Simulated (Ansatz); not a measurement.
Reaction (formal exchange of groups at the Si–Sn bond): `Cl[SiH2][SnH3]` + `BN` → `NB[SiH2]Cl` + `[SnH4]`

Isolated molecules relaxed with PBE0-D4/def2-TZVP in Ansatz; ΔE leaves out vibrations. CCSD(T)/CBS adds triple-zeta CCSD(T) − MP2 to the extrapolated MP2 energy (def2 sets, frozen cores). This one scheme is used for every species. DFT in def2-TZVPP. Elements past krypton have def2 core potentials. For Sn outer-core shells are correlated without core-valence functions, which leaves a few kJ/mol of doubt a bond. One conformer a species, not always the lowest.

`Cl[SiH2][SnH3]`:

Cartesian coordinates in Å:
```
Cl 1.220 -2.068 -1.259
Si 1.224 -0.367 -0.089
Sn -1.180 0.485 0.175
H 1.827 -0.725 1.220
H 2.092 0.634 -0.757
H -2.146 -0.714 0.908
H -1.204 1.885 1.153
H -1.832 0.871 -1.352
```

`BN`:

Z-matrix (Å, degrees):
```
B
N 1 1.385
H 1 1.197 2 119.0
H 1 1.197 2 119.0 3 -180.0
H 2 1.006 1 123.2 3 -0.0
H 2 1.006 1 123.2 3 180.0
```

`NB[SiH2]Cl`:

```xyz
9

N     1.118   -0.871    0.867
B    -0.191   -0.496    0.624
Si   -0.633    0.689   -0.943
Cl   -1.517    2.429   -0.244
H     1.387   -1.456    1.642
H     1.898   -0.582    0.299
H    -1.042   -0.889    1.369
H    -1.593    0.072   -1.897
H     0.572    1.104   -1.718
```

`[SnH4]`:

Cartesian coordinates in Å:
```
Sn 0.000 0.000 0.000
H 0.279 -1.460 0.832
H 0.042 -0.286 -1.679
H 1.207 1.130 0.414
H -1.528 0.617 0.433
```

```tsv
level	ΔE (kJ/mol)
r2SCAN-D4	36.5
r2SCAN0-D4	37.9
BHLYP-D4	40.7
CAM-B3LYP-D4	35.0
PBE	36.1
revPBE	36.8
PBE0	36.8
SCS-MP2/def2-QZVPP	42.1
```

(1) What does CCSD(T)/CBS give? (Estimate.)

Largest T1 diagnostic among the species: 0.013.

Results:

(1) The calculation gave: +41.8 kJ/mol. The listed levels differ from it by -5.3, -3.9, -1.1, -6.8, -5.7, -5.0, -5.0, 0.3 kJ/mol.

At CCSD(T), def2-SVP lies −12.2 kJ/mol from the extrapolated value and def2-TZVPP −7.4 kJ/mol. Leaving LDA and LC-ωPBE aside and taking each functional with its dispersion term where it has one, the values, not all of them listed here, spread over 15.7 kJ/mol, from B97M-V to BHLYP-D4. LDA lies −3.9 kJ/mol from PBE without D4.
